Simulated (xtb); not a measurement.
CH₄OSi, SMILES O[Si]C (connectivity only; charge and spin as stated), neutral, multiplicity 1. All values are semi-empirical tight-binding results from xtb (GFN2-xTB unless named), good for trends rather than for accurate numbers. Geometry optimised at GFN2-xTB. One conformer was computed; it need not be the lowest.

```json
{
 "orbital_gap": "2.76 eV",
 "dipole_moment": "0.92 D",
 "zero_point_energy": "30.8 kcal/mol",
 "G − E(el) at 298.15 K (modified RRHO)": "13.8 kcal/mol",
 "static polarisability (D4 model)": "52.0 bohr³",
 "solvation energy, GFN2-xTB/ALPB(water)": "-2.3 kcal/mol",
 "solvation energy, GFN2-xTB/ALPB(acetonitrile)": "-2.5 kcal/mol"
}
```
